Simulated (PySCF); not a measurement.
Si(OSiH3)2(F)2 (F2H6O2Si3), SMILES F[Si](F)(O[SiH3])O[SiH3]. Heavy atoms are numbered as in [F:1][Si:2]([F:3])([O:4][SiH3:5])[O:6][SiH3:7]. Hydrogens are named by the atom that carries them.

Geometry optimised at r2SCAN-D4/def2-SVP. The values are those of a single conformer.

Level of theory: PBE/def2-TZVP run with PySCF.

Atomic charges (e), one atom of each kind:

| atom | Löwdin | meta-Löwdin |
|---|---|---|
| F1 | 0.05 | -0.47 |
| Si2 | -0.32 | 1.68 |
| O4 | 0.05 | -0.79 |
| Si5 (SiH3) | 0.17 | 0.70 |
| H on Si5 | -0.04 | -0.09 |

Computed Mayer and Wiberg (Löwdin basis) orders of the bonds:
| bond | Mayer | Wiberg |
|---|---|---|
| F1–Si2 | 1.19 | 1.73 |
| Si2–F3 | 1.20 | 1.74 |
| Si2–O4 | 1.26 | 1.62 |
| O4–Si5 | 1.11 | 1.53 |
| Si2–O6 | 1.21 | 1.60 |
| O6–Si7 | 1.12 | 1.54 |
